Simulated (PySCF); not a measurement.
**A small calculation by hand: dipole moment from atomic charges**

C₃HClF₂, SMILES FC=C=C(F)Cl. Atoms are numbered in the order given.

```xyz
7

F     -2.7867    -0.7929    -0.3150
C     -1.8136    -0.0588    -0.8631
C     -0.5650    -0.1071    -0.4742
C      0.6890    -0.0983    -0.1080
F      1.6178    -0.8971    -0.6217
Cl     1.3437     0.9538     1.1044
H     -2.1845     0.5809    -1.6728
```

Coordinates come from a B3LYP-D3(BJ)/def2-SVP optimisation. The structure was generated by enumeration; whether it is a known compound was not checked.

Charges (e) from PySCF with PBE/def2-TZVP:

```
atom  Mulliken     IAO
----  --------  ------
F1      -0.131  -0.233
C2       0.062   0.153
C3      -0.051  -0.147
C4       0.133   0.245
F5      -0.108  -0.214
Cl6     -0.034   0.028
H7       0.130   0.169
```

The dipole moment of the full density is 1.24 D.

Problem. What dipole moment does each set of point charges give, and which comes closer to that of the density?

Solution. 
μ = Σ q r, and 1 e Å = 4.8032 D.
Mulliken: Σ q r = (-0.131, 0.233, -0.190) e Å, |μ| = 1.58 D.
IAO: Σ q r = (-0.054, 0.484, -0.134) e Å, |μ| = 2.43 D.
Mulliken comes closer in size. Point charges leave out the atoms' own dipoles (lone pairs, polarised bonds); fits to the potential absorb them, partitions of the density don't.
